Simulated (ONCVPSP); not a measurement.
**Te (Z = 52), ONCV: configuration errors across variants**

tellurium, optimised norm-conserving Vanderbilt (ONCV), made with ONCVPSP 4.0.1 (revPBE, scalar-relativistic). Core [Ar] 3d10, reference 4s2 4p6 4d10 5s2 5p3.5 (charge +0.5). Waves: 4s+5s: rc 1.35 bohr, ncon 4, nbas 7, qcut 9.3 1/bohr, 2 projectors; 4p+5p: rc 1.10 bohr, ncon 4, nbas 8, qcut 14.8 1/bohr, 2 projectors; 4d: rc 1.35 bohr, ncon 4, nbas 9, qcut 11.5 1/bohr, 3 projectors, debl 3 Ha. Local part: polynomial inside 0.95 bohr (lpopt 5, dvloc0 0 Ha). Core correction: Teter function, fcfact 3, rcfact 1.35.

All-electron excitation energies from the reference (eV): (1) 4s2 4p6 4d10 5s2 5p4 -3.876; (2) 4s2 4p6 4d10 5s2 5p3 5.808; (3) 4s2 4p6 4d10 5s2 5p2 23.674; (4) 4s2 4p6 4d10 5s1 5p4 15.632.

Errors AE − PS in meV (a dash: test not solved or not reliable):

```tsv
change	(1)	(2)	(3)	(4)	bound ghosts	GHOST(+) flags above zero
base	+0.7	-1.1	-4.7	-4.3	none	s
local potential polynomial inside 0.95 bohr (lpopt 5, dvloc0 -2.5 Ha)	+0.7	-1.1	-4.7	-4.3	none	s
local potential polynomial inside 0.95 bohr (lpopt 5, dvloc0 0.5 Ha)	+0.7	-1.1	-4.7	-4.3	none	none
local potential polynomial inside 0.95 bohr (lpopt 5, dvloc0 4 Ha)	+0.6	-1.1	-4.5	-4.3	none	s
local potential polynomial inside 0.95 bohr (lpopt 5, dvloc0 5.5 Ha)	+0.5	-0.9	-3.9	-4.5	none	s
local potential polynomial inside 0.95 bohr (lpopt 5, dvloc0 7 Ha)	+0.8	-1.3	-5.3	-4.1	none	none
local potential polynomial inside 0.95 bohr (lpopt 5, dvloc0 9 Ha)	+0.7	-1.2	-4.9	-4.2	none	none
```

Task: Give the same row for: local potential polynomial inside 0.95 bohr (lpopt 5, dvloc0 2.5 Ha).

Result: +0.7, -1.1, -4.6, -4.3; bound ghosts: none; GHOST(+) flags above zero: s.
